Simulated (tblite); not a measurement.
Run record: tight-binding relaxation, `CCC[Si@](F)(CC)CCl`.

Computed with GFN2-xTB geometry optimisation, gas phase (tblite 0.8.0). Start geometry: from a force field or distance geometry. A driver script takes a list of jobs; this job's settings line and coordinates (Å) are shown.

Command:
```bash
OMP_NUM_THREADS=1 python probes_run.py task.json out
```

Input:
```
{"job": {"kind": "relax", "xc": "GFN2-xTB", "basis": "xTB"}, "charge": 0, "multiplicity": 1}
C     -3.386400     0.698800     0.135000
C     -1.930800     0.905200     0.523300
C     -1.230000    -0.372600     0.164600
Si     0.562200    -0.449300     0.504400
F      0.910100    -0.302700     2.171300
C      1.586300     0.817900    -0.367500
C      3.073400     0.687400    -0.014500
C      1.157400    -2.117000    -0.143400
Cl     1.932400    -1.916300    -1.717800
H     -3.909900     1.663600     0.071300
H     -3.898200     0.032700     0.886300
H     -3.437300     0.188800    -0.848400
H     -1.827600     1.187100     1.603600
H     -1.549900     1.713300    -0.154000
H     -1.756500    -1.188600     0.732700
H     -1.478400    -0.589800    -0.890800
H      1.504900     0.738600    -1.462700
H      1.274400     1.855200    -0.126700
H      3.191400     0.406600     1.071000
H      3.451000    -0.203300    -0.576900
H      3.667200     1.550200    -0.317600
H      0.255800    -2.748900    -0.309200
H      1.833800    -2.530100     0.621700
```

What does the run print?

```
step      E/eV     max force
  0    -844.01970    2.085
  1    -844.30698    0.832
  2    -844.39600    0.592
  3    -844.44994    0.719
  4    -844.49638    0.443
  5    -844.52444    0.385
  6    -844.54990    0.406
  7    -844.57266    0.421
  8    -844.59401    0.295
  9    -844.61141    0.253
... (95 lines left out)
105    -844.76201    0.038
106    -844.76213    0.026
107    -844.76228    0.021
108    -844.76237    0.021
109    -844.76249    0.021
110    -844.76260    0.028
111    -844.76269    0.012
112    -844.76275    0.026
113    -844.76279    0.012
114    -844.76280    0.007
```

«max force» is the largest atomic force in eV/Å.

From which step on does the largest force stay under 0.1 eV/Å, and how much energy is left to gain from there?

From step 41 (0.096 eV/Å), 18.6 meV above the end.

In short: energy lowered by 17.1 kcal/mol over 114 steps; largest atomic force 0.007 eV/Å at the end.

Where do the atoms end?

0.338 Å rms from the input after alignment:
```
atom  x, y, z in Å
C1    -3.4460    0.8520    0.1309
C2    -1.9445    0.8660    0.3894
C3    -1.2973   -0.4724    0.0287
Si4    0.5566   -0.5424    0.4242
F5     0.7122   -0.5032    2.0497
C6     1.5882    0.8937   -0.2736
C7     3.0883    0.7503   -0.0129
C8     1.2927   -2.2485   -0.0306
Cl9    1.3850   -2.4264   -1.8048
H10   -3.8875    1.8124    0.3865
H11   -3.9279    0.0827    0.7302
H12   -3.6506    0.6475   -0.9180
H13   -1.7593    1.0819    1.4429
H14   -1.4840    1.6619   -0.1984
H15   -1.8093   -1.2640    0.5802
H16   -1.4686   -0.6739   -1.0295
H17    1.4245    0.9884   -1.3476
H18    1.2403    1.8255    0.1758
H19    3.2835    0.6308    1.0499
H20    3.4860   -0.1161   -0.5350
H21    3.6216    1.6319   -0.3626
H22    0.6877   -3.0764    0.3317
H23    2.3037   -2.3748    0.3488
```

How long does this job take on one thread, Arm Neoverse V1 (aarch64), shared host with 32 logical CPUs at a one-minute load of 4.7?

About 1.2 s.
Labels such as C1 count atoms from 1, the log's own numbers from 0.
